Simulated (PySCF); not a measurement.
## Structure from NMR data

The spectra below were simulated for a compound C₆H₁₀Si.

¹H NMR (500 MHz, computed): δ 7.09 (d, 1H), 6.01 (m, 1H), 5.41 (m, 1H), 5.26 (m, 1H), 4.10 (s, 3H), 3.48 (m, 1H), 2.98 (m, 1H), 2.29 (m, 1H).

¹³C{¹H} NMR (computed): δ 167.7, 153.3, 150.3, 121.0, 54.5, 42.4.

PySCF 2.14 calculation with PBE0/pcSseg-1 with gauge-including orbitals and GFN2-xTB structure; gas phase, one conformer, no relativistic terms, rapidly exchanging positions averaged.

References, each an isolated molecule treated in the same way: TMS for ¹H (σref 31.72) and ¹³C (σref 186.93).

Which of these isomers gave the spectra?
A. C=C[C@H]1C=C([SiH3])C1
B. CC#C[SiH]1CCC1
C. C1=C[C@H]2C[C@H](C2)[SiH2]1

Answers

A. 

- Rings plus π bonds: 3 (1 ring in the answer).
- 6 carbon signals for 6 carbons: no two carbons are equivalent.
- Carbon types of the structure: 1 × C, 3 × CH, 2 × CH2, leaving 3 H on heteroatoms.
- δC 167.7, 150.3: alkene CH.
- δC 153.3: fully substituted alkene carbon; the olefinic region.
- δC 121.0: terminal =CH2 carbon; the olefinic region.
- δH 7.09, 6.01: hydrogen on an alkene CH; a vinylic proton, deshielded by the sp2 carbon and the C=C anisotropy.
- δH 5.41, 5.26: hydrogen on a terminal =CH2 carbon; olefinic region.

The others: CC#C[SiH]1CCC1 would give 5 carbon signals, not 6; C1=C[C@H]2C[C@H](C2)[SiH2]1 would give 5 carbon signals, not 6.

Shifts are as computed. Against solution values, carbons near 30 ppm lie about +3 ppm off and those near 130 ppm about +5 ppm. Of 1309 compounds with measured shifts, 239 miss one by over three times the rms of a fit or turn the order of signals round; such compounds aren't used in these exercises. No couplings were computed; multiplicities are counted from neighbouring protons, with m where these are inequivalent, close in shift, in a saturated or five-membered ring or joined by F or P, and br s for small geminal =CH2 splittings.
